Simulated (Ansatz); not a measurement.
Li₄N⁺, relaxed as a triplet with UKS B3LYP-D4/def2-TZVP in Ansatz, starting from the B3LYP-D4/def2-TZVP geometry of the charge +1 singlet. Force threshold 0.02 eV/Å.

At B3LYP-D4/def2-TZVP a singlet of charge 1 lies 2.23 eV below the triplet, each at its own geometry. The structure comes from a short search, and lower isomers may exist.

Start:

```xyz
5

Li   -0.3430   -0.0903    1.7434
Li    0.2311    1.6997   -0.4719
Li    1.4778   -0.9219   -0.3622
Li   -1.3658   -0.6876   -0.9092
N    -0.0001    0.0001    0.0000
```

Problem. Estimate the energy that the relaxation releases and the steps that it takes.

Solution. 9.1 kcal/mol, in 20 steps; 39 s on 4 threads of Arm Neoverse V2 on a shared host. The force fell under the threshold at step 6, but the optimiser went on and released 0.093 eV more. No frequencies were taken in this run, so the end may be a saddle point.

Problem. Does the start keep its bonding and symmetry?

Solution. By distances, no bond broke or formed, bridged metal pairs apart. The bond that changes most is Li2–N5, from 1.78 to 1.90 Å (atoms count from 1). Metal–metal contacts that move far: Li3–Li4 2.91 to 3.50 Å, Li1–Li2 2.91 to 3.50 Å. Point group Td at the start, Cs at the end, both within 0.05 Å.

Problem. Predict the relaxed structure.

Solution. 
```xyz
5

Li   -0.409   -0.423    1.815
Li    0.308    1.603   -0.948
Li    1.762   -0.703   -0.090
Li   -1.660   -0.471   -0.788
N    -0.001   -0.007    0.012
```
Bond lengths (bridged metal pairs left out): 4 × Li–N 1.90 Å.
